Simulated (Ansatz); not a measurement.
`FC[Si]1(F)CC1` + H₂ → `F[SiH]1CC1` + `CF`  (hydrogenolysis of the Si–C bond)

Program: Ansatz. Geometries: PBE0-D4/def2-TZVP. ΔE: electronic, gas phase. CCSD(T)/CBS is the MP2 limit (def2-TZVPP, def2-QZVPP) plus CCSD(T) − MP2 in def2-TZVPP, frozen cores. This one scheme is used for every species. DFT in def2-TZVPP. B3LYP here is the variant with VWN-RPA as its local correlation; programs differ in this. Each species was taken in one conformer, which may not be the lowest.

`FC[Si]1(F)CC1`:

```xyz
12

F    -1.431    0.626    1.703
C    -1.116    1.395    0.591
Si    0.089    0.434   -0.489
F     0.438    1.338   -1.759
C     0.085   -1.376   -0.609
C     1.302   -0.738    0.180
H    -2.041    1.627    0.054
H    -0.681    2.340    0.934
H    -0.602   -1.968   -0.012
H     0.352   -1.867   -1.540
H     1.334   -0.950    1.244
H     2.270   -0.861   -0.296
```

H₂:

Z-matrix (Å, degrees):
```
H
H 1 0.746
```

`F[SiH]1CC1`:

Z-matrix (Å, degrees):
```
Si
C 1 1.820
C 1 1.820 2 51.3
F 1 1.596 2 119.6 3 -105.8
H 1 1.473 2 123.3 3 108.5
H 2 1.086 1 120.9 3 -106.4
H 2 1.086 1 119.8 3 105.3
H 3 1.086 1 119.8 2 -105.2
H 3 1.086 1 120.9 2 106.5
```

`CF`:

Z-matrix (Å, degrees):
```
C
F 1 1.376
H 1 1.092 2 109.1
H 1 1.092 2 109.1 3 -120.0
H 1 1.092 2 109.1 3 120.0
```

```csv
level,ΔE (kJ/mol),difference from CCSD(T)/CBS
PBE-D4,-31.1,7.6
revPBE-D4,-27.1,11.6
r2SCAN-D4,-33.1,5.6
CAM-B3LYP-D4,-39.7,-1.0
ωB97X-V,-37.4,1.3
PBE,-37.2,1.5
r2SCAN,-34.9,3.8
B3LYP,-46.5,-7.8
BHLYP,-51.5,-12.8
LC-ωPBE,-41.4,-2.7
RPA@PBE/def2-TZVPP,-40.4,-1.7
MP2/def2-TZVPP,-37.2,1.5
MP2/def2-QZVPP,-36.9,1.8
SCS-MP2/def2-QZVPP,-42.2,-3.5
HF/CBS(def2),-64.7,-26.0
MP2/CBS(def2),-36.3,2.4
CCSD(T)/CBS,-38.7,0
```

What do rigid-rotor, harmonic-oscillator terms from PBE0-D4/def2-TZVP frequencies (298.15 K, 1 bar) make of the CCSD(T)/CBS value? (Estimate.)

Computed: ΔZPE = +18.8 kJ/mol, ΔH = -25.0 kJ/mol, ΔS = 31 J/(mol·K), ΔG = -34.1 kJ/mol.

Largest T1 diagnostic among the species: 0.011.

From BLYP to BHLYP (50 % exact exchange), in def2-TZVPP and without D4, ΔE moves by −7.8 kJ/mol. The D4 term adds +9.6 kJ/mol with B3LYP and +5.5 kJ/mol with PBE0; it sums over pairs of atoms, weighted by their polarisabilities, and B3LYP, whose exchange is more repulsive, gets the larger term. At CCSD(T), def2-SVP lies −11.0 kJ/mol from the extrapolated value and def2-TZVPP −0.9 kJ/mol.

CCSD(T)/CBS has its own doubt, a few kJ/mol and more with outer-core shells, so smaller differences from it don't rank the levels.
